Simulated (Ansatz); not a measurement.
An input meant for the cluster PPt₃⁻ (charge -1, singlet).

```yaml
crystal:
  periodic: [false, false, false]
  atoms:
    - {symbol: P, position_ang: [-0.459213, 0.844028, -0.003313]}
    - {symbol: Pt, position_ang: [-0.540935, -1.382286, 0.116052]}
    - {symbol: Pt, position_ang: [0.336898, 0.173643, -1.953654]}
    - {symbol: Pt, position_ang: [0.663250, 0.364605, 1.840916]}
basis:
  gaussian: {orbitals: def2-TZVPD}
total_charge: -1
magnetization: {spin_polarized: true, initial_magnetization: 1}
hamiltonian: {xc: {name: r2SCAN50}}
scf: {lower_state_search: off}
```

```sh
$ ansatz run in.yaml --threads 4 --pin off --events-out ev --progress --plain --max-ram 3916MiB
```

Output, abridged:

```
Error: a molecule whose nuclei and cores have a total charge of 69 cannot have a net charge of -1 together with 1 unpaired electrons
```

**Question.** What is wrong with this run?

**Answer.** The number of unpaired electrons doesn't fit the electron count. The input was rejected before any iteration.
